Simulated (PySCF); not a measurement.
CH4AlBCl (calculated)

Calculation on a computer-drawn molecule: the log of a Hartree-Fock and frozen-core CCSD(T) single point meant for a local Hartree-Fock minimum, with one planted fault or none, to be diagnosed. Offsets are logged minus clean, where the clean run is the same molecule without the fault. The reference is restricted for singlets and unrestricted otherwise, and also for a bond in bohr or an excited solution. Adding or removing an electron swaps singlet and doublet. The excited solution moves the top pair (singlet) or top alpha electron (doublet) to the lowest empty orbital. Highest occupied and lowest empty are orbital energies over both spins, largest force is the largest gradient component, triples share is (T) over the correlation energy, the T1 limit is 0.02 restricted and 0.045 unrestricted, electrons count all cores, a negative frequency is imaginary (commonest isotopes), and the dipole is about the centre of nuclear charge. Program: PySCF 2.14.0.

Common to all runs: meant charge 1; meant multiplicity 1; meant basis cc-pV(D+d)Z; logged electrons 44; logged basis functions 94; logged SCF converged yes; logged spin squared 0; possible faults no fault, one electron removed, one electron added, multiplicity raised by two, geometry at a saddle point, SCF held on an excited solution, minimal basis STO-3G, one bond length entered in bohr, all coordinates scaled.

(1) 
```xyz
8
formula=CH4AlBCl logged_highest_occupied=-9.7987 logged_lowest_empty=-11.994 logged_largest_force=0.15451 logged_CC_converged=no logged_dipole_magnitude=8.6078 logged_SCF_stable_within_its_kind=no logged_energy_HF=-765.53873 planted_fault=SCF_held_on_an_excited_solution HF_energy_offset_from_clean_run=325.3
C      2.3268     1.3306     0.6111
Al     0.7929     0.7398    -0.4053
B     -0.7918    -0.2456     0.9025
Cl    -1.9365    -0.9527     1.8251
H      2.8092     0.4936     1.1269
H      3.0682     1.7967    -0.0427
H      2.0410     2.0625     1.3740
H      0.2598     0.7101    -1.8672
```

Units: logged_highest_occupied, logged_lowest_empty in eV; logged_largest_force in hartree/bohr; logged_dipole_magnitude in debye; logged_energy_HF in hartree; HF_energy_offset_from_clean_run in kcal/mol.

Drawn bonds:
| atom | other atom | order |
| --- | --- | --- |
| 1 | 2 | 1 |
| 2 | 3 | 1 |
| 3 | 4 | 1 |
| 1 | 5 | 1 |
| 1 | 6 | 1 |
| 1 | 7 | 1 |
| 2 | 8 | 1 |

Notes: CCSD not converged.

(2) 
```xyz
8
formula=CH4AlBCl logged_highest_occupied=-16.131 logged_lowest_empty=-4.9168 logged_largest_force=4.293e-05 logged_lowest_frequency=59.721 logged_T1_diagnostic=0.015613 logged_D1_diagnostic=0.04229 logged_triples_share=0.030812 logged_CC_converged=yes logged_dipole_magnitude=0.65052 logged_SCF_stable_within_its_kind=yes logged_energy_HF=-766.05711 logged_energy_CCSD(T)=-766.52489 planted_fault=no_fault HF_energy_offset_from_clean_run=0 CCSD(T)_energy_offset_from_clean_run=0
C      2.3268     1.3306     0.6111
Al     0.7929     0.7398    -0.4053
B     -0.7918    -0.2456     0.9025
Cl    -1.9365    -0.9527     1.8251
H      2.8092     0.4936     1.1269
H      3.0682     1.7967    -0.0427
H      2.0410     2.0625     1.3740
H      0.2598     0.7101    -1.8672
```

Units: logged_highest_occupied, logged_lowest_empty in eV; logged_largest_force in hartree/bohr; logged_lowest_frequency in cm⁻¹; logged_dipole_magnitude in debye; logged_energy_HF, logged_energy_CCSD(T) in hartree; HF_energy_offset_from_clean_run, CCSD(T)_energy_offset_from_clean_run in kcal/mol.

Drawn bonds:
| atom | other atom | order |
| --- | --- | --- |
| 1 | 2 | 1 |
| 2 | 3 | 1 |
| 3 | 4 | 1 |
| 1 | 5 | 1 |
| 1 | 6 | 1 |
| 1 | 7 | 1 |
| 2 | 8 | 1 |
